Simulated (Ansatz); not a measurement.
Isolated molecules relaxed with PBE0-D4/def2-TZVP in Ansatz; ΔE leaves out vibrations. CCSD(T)/CBS is the MP2 limit (def2-TZVPP, def2-QZVPP) plus CCSD(T) − MP2 in def2-TZVPP, frozen cores. This one scheme is used for every species. Functionals use def2-TZVPP. B3LYP here is the variant with VWN-RPA as its local correlation; programs differ in this. Elements past krypton have def2 core potentials. For In outer-core shells are correlated without core-valence functions, which leaves a few kJ/mol of doubt a bond. One conformer a species, not always the lowest.

`C[N](C)[InH][OH]` + CH₃OH → `COC` + `C[NH][InH][OH]`  (substitution at a C–N bond)

Problem. Is it downhill or uphill in electronic energy at CCSD(T)/CBS, and by how much? (Estimate.)

Solution. The calculation gave: Uphill: ΔE = +16.0 kJ/mol.

Problem. What do these levels give: PBE-D4, B3LYP-D4, ωB97X-V, ωB97M-V, B2PLYP, PBE0, HF/def2-TZVPP, MP2/def2-TZVPP, SCS-MP2/def2-TZVPP, HF/def2-QZVPP, MP2/CBS(def2), CCSD/CBS(def2)? (An estimate is asked.)

Solution. Computed: PBE-D4 12.7, B3LYP-D4 10.0, ωB97X-V 8.6, ωB97M-V 9.7, B2PLYP 9.4, PBE0 9.7, HF/def2-TZVPP -1.5, MP2/def2-TZVPP 18.3, SCS-MP2/def2-TZVPP 13.8, HF/def2-QZVPP -1.3, MP2/CBS(def2) 20.6, CCSD/CBS(def2) 14.2 kJ/mol.

Largest T1 diagnostic among the species: 0.016.

In def2-TZVPP, CCSD(T) changes the Hartree–Fock value by +15.2 kJ/mol (the triples alone add +1.8 kJ/mol) and MP2 by +19.8 kJ/mol. The D4 term adds +4.8 kJ/mol with B3LYP and +2.7 kJ/mol with PBE0; it sums over pairs of atoms, weighted by their polarisabilities, and B3LYP, whose exchange is more repulsive, gets the larger term.
